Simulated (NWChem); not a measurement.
System: AlH2Cl; SMILES [AlH2][Cl]

NWChem input:

```
start job
memory heap 200 mb stack 900 mb global 1100 mb
geometry units angstroms noautoz
  Al     0.000000     0.000000     1.085671
  H      0.000000    -1.412235     1.818194
  H      0.000000     1.412235     1.818194
  Cl     0.000000     0.000000    -1.033959
end
basis spherical
  * library def2-tzvp
end
dft
  xc pw6b95
  iterations 150
  mulliken
end
task dft energy
```

Coordinates come from a PBE-D3(BJ)/def2-SVP optimisation.

What results follow from this input? (PW6B95/def2-TZVP.) Quantities: energy (Ha); highest occupied level (eV); orbital gap (eV); dipole (D).

The energy (Ha) is -704.49, the highest occupied level (eV) is -8.65 and the orbital gap (eV) comes out as 6.97. The dipole (D) is 1.31.
